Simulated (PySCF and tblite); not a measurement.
The numbers below are computed, except where a source is named.
# Dynamics report: rotation

System: C6H8BN, numbered as in [BH2:1][NH:2][c:3]1[cH:4][cH:5][cH:6][cH:7][cH:8]1.

Motion: rotation about the B1–N2 bond (torsion H–B1–N2–C3 from 0° to 180°, rising). The path came from a restrained scan, a climbing-image band and a saddle search at GFN2-xTB; energies are PBE0/pcSseg-1 + D3(BJ)//GFN2-xTB, thermal terms GFN2-xTB. Rates follow Eyring's equation with the number of equivalent paths and no tunnelling. Shieldings: GIAO at the same DFT level; methyl-like tops are averaged, other torsions stay as in the two minima; line shapes leave out couplings; of unlike H on one atom, [a] is the less shielded. Run with tblite and PySCF.

```csv
point,symmetry,E(GFN2) kcal/mol,E(DFT) kcal/mol,ZPE change kcal/mol,lowest mode cm⁻¹,dipole D
start,Cs,0.0,0.0,0.00,52,1.39
saddle,C1,23.4,32.7,-2.42,881i,1.51
end,Cs,0.0,0.0,0.00,51,1.39
```

- Electronic barrier: 32.7 kcal/mol
- Barrier with zero-point energy: 30.3 kcal/mol
- ΔH‡ (298 K): 30.5 kcal/mol
- ΔS‡ (298 K, symmetry apart): 1.7 cal/(mol K)
- Paths: 2 equivalent paths
- End point: the same structure with atoms interchanged, or its mirror image
- Mean lifetime of the start against this motion at 298 K: 23 years
- Cost: 37 s on 1 thread of Intel Xeon 6975P-C, on a host shared with other jobs (rough), peak memory 0.81 GiB, launched as `OMP_NUM_THREADS=1 python ens_run.py task.json out`

```tsv
T/K	ΔG‡ kcal/mol	k s⁻¹
250	30.0	5.9×10⁻¹⁴
298	29.9	1.4×10⁻⁹
350	29.9	3.2×10⁻⁶
400	29.8	0.00086
500	29.7	2.2
```

ΔG and ΔG‡ leave out symmetry numbers and mirror images; rates count paths: 2 out.

Sites that the motion interchanges:

```csv
nucleus,site,ppm,scale
¹H,H on B1 [a],5.65,δ against TMS
¹H,H on B1 [b],4.91,δ against TMS
```

```csv
nucleus,sites,¹H MHz,spread Hz,coalescence K,k there s⁻¹
¹H,H on B1 [a] / H on B1 [b],60,44,568,97
¹H,H on B1 [a] / H on B1 [b],300,221,603,490
¹H,H on B1 [a] / H on B1 [b],900,663,630,1480
```

Coalescence temperatures outside 150 to 500 K extrapolate the thermal terms and ignore freezing or boiling of a solvent.
